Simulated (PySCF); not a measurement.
Compound: C₅H₄F₃S (doublet state).
Cartesian coordinates in Å at the GFN2-xTB level; atoms count from 1:
```xyz
13
C5H4F3S angstrom
F      3.214   -0.758   -0.347
C      2.079   -0.100   -0.528
F      2.233    0.872   -1.423
C      0.926   -0.335    0.089
F      0.869   -1.338    0.987
C     -0.372    0.357   -0.208
C     -1.383   -0.552   -0.832
S     -2.493   -0.616    0.485
C     -1.242    0.607    1.036
H     -0.146    1.255   -0.794
H     -1.243   -1.316   -1.568
H     -0.787    0.315    1.979
H     -1.658    1.609    1.108
```

The hyperfine couplings belong to this conformer and change with its torsions.

As a line formula: `FC(F)=C(F)[C@H]1[CH]SC1` [radical].

Computed, not measured: UKS B3LYP, pcH-1 on C F H S, non-relativistic, mean-field spin-orbit, GIAO (PySCF). One conformer (not necessarily the lowest) at the GFN2-xTB geometry, without solvent, vibrations or thermal averaging. The geometry wasn't refined by DFT: couplings that depend on bond lengths, twists or pyramidal angles can differ widely from those at the functional's own minimum. No stability test was run, so a lower SCF solution isn't excluded.

(1) Match the computed a_iso(19F) values +10.2, +2.9, -1.7 MHz with the sites F1; F3; F5.

(2) Match the computed a_iso(13C) values +134.3, +51.2, -19.8, +3.8 MHz with the sites C2; C4; C6; C7.

(3) Match the computed a_iso(1H) values +77.3, -36.9, +6.1, +2.3 MHz with the sites H10; H11; H12; H13.

Answers

(1) 
```
site  a_iso (MHz)  ρ(0) (bohr⁻³)         position  distance from C7 (Å)  bound to  spin population there  largest |T| (MHz)
  F1        +10.2        +0.0024  4 bonds from C7                  4.63        C2                  +0.01               11.7
  F3         +2.9        +0.0007  4 bonds from C7                  3.93        C2                  +0.01                6.6
  F5         -1.7        -0.0004  3 bonds from C7                  3.00        C4                  +0.02                8.1
```

(2) 
```csv
site,a_iso (MHz),ρ(0) (bohr⁻³),position,distance from C7 (Å),spin population,largest |T| (MHz)
C2,+3.8,+0.0034,3 bonds from C7,3.50,+0.01,2.4
C4,+51.2,+0.0455,2 bonds from C7,2.50,+0.02,6.5
C6,-19.8,-0.0177,1 bond from C7,1.50,-0.05,2.2
C7,+134.3,+0.1191,largest spin population,0.00,+0.80,136.8
```

(3) 
| site | a_iso (MHz) | ρ(0) (bohr⁻³) | position | distance from C7 (Å) | bound to | spin population there | largest \|T\| (MHz) |
| --- | --- | --- | --- | --- | --- | --- | --- |
| H10 | +77.3 | +0.0173 | β, 2 bonds from C7 | 2.19 | C6 | -0.05 | 8.5 |
| H11 | -36.9 | -0.0083 | α, 1 bond from C7 | 1.07 | C7 | +0.80 | 33.5 |
| H12 | +6.1 | +0.0014 | γ, 3 bonds from C7 | 3.00 | C9 | 0.00 | 4.2 |
| H13 | +2.3 | +0.0005 | γ, 3 bonds from C7 | 2.92 | C9 | 0.00 | 4.8 |

ρ(0) is the spin density at the nucleus and T the dipolar tensor; a_iso includes a spin–orbit part. The Mulliken spin populations are largest on C7 (+0.80) and S8 (+0.22). The angles at C7 add up to 352.9°, so it is slightly pyramidal.

β density exceeds α density at some nuclei, such as C6 (-0.0177) and H11 (-0.0083), spin density in bohr⁻³. In a single determinant that takes different orbitals for the two spins, that is spin polarisation.
